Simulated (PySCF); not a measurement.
Symmetry of computed structures. The calculation used PBE0/pcSseg-1 in PySCF (dipole) on a GFN2-xTB geometry, gas phase. The symmetry is that of the one conformer found, every atom within 0.08 Å of its image; none is proved a minimum here.

Task: What symmetry has `[CH2:1]=[CH:2][C:3](=[CH2:4])[O:5][SiH2:6][CH2:7][SiH3:8]` with C1–C2–C3–C4 177°, C2–C3–O5–Si6 -177°, C3–O5–Si6–C7 74°, O5–Si6–C7–Si8 -69°?

Result: C1; asymmetric top; symmetry number 1; this conformer is chiral (no improper operation); dipole 0.56 D; A, B, C = 2279, 776.6, 665.0 MHz.

Task: Point group, rotor type and polarity of `[CH3:1][C:2]#[C:3][Si@@H:4]([F:5])[CH2:6]/[CH:7]=[CH:8]\[F:9]` with C3–Si4–C6–C7 -55°, Si4–C6–C7–C8 96°?

Result: C1; asymmetric top; symmetry number 1; this conformer is chiral (no improper operation); dipole 1.64 D; A, B, C = 1253, 1126, 669.7 MHz.

Task: Point group, rotor type and polarity of `p12p3p1p23`?

Result: Td; spherical top; symmetry number 12; 24 operations, which sort the 4 atoms into 1 set; dipole forbidden by symmetry (computed 0.00 D).
